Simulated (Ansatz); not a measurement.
`C=C(F)[SiH2][SeH]` + `[OH][InH][F]` → `[F][InH][SeH]` + `C=C(F)[SiH2]O`  (redistribution)

Calculated with Ansatz (gas phase, PBE0-D4/def2-TZVP geometries, no zero-point term in ΔE). CBS: MP2 limit from def2 TZ/QZ plus the TZ coupled-cluster correction, frozen cores. DFT in def2-TZVPP. B3LYP here is the variant with VWN-RPA as its local correlation; programs differ in this. def2 core potentials past Kr. For In, Se outer-core shells are correlated without core-valence functions, which leaves a few kJ/mol of doubt a bond. Scalar relativity is left out up to krypton. Each species was taken in one conformer, which may not be the lowest.

```tsv
level	ΔE (kJ/mol)	difference from CCSD(T)/CBS
r2SCAN-D4	-115.2	-3.0
B3LYP-D4	-117.5	-5.3
r2SCAN	-115.8	-3.6
PBE0	-115.5	-3.3
MP2/def2-TZVPP	-113.9	-1.7
SCS-MP2/def2-TZVPP	-115.2	-3.0
CCSD(T)/def2-TZVPP	-114.9	-2.7
MP2/def2-QZVPP	-112.1	0.1
SCS-MP2/def2-QZVPP	-113.5	-1.3
MP2/CBS(def2)	-111.3	0.9
CCSD(T)/CBS	-112.2	0
```

Largest T1 diagnostic among the species: 0.017.

The D4 term adds +3.3 kJ/mol with B3LYP and +1.9 kJ/mol with PBE0; it sums over pairs of atoms, weighted by their polarisabilities, and B3LYP, whose exchange is more repulsive, gets the larger term. From PBE to PBE0 (25 % exact exchange), in def2-TZVPP and without D4, ΔE moves by −9.2 kJ/mol.
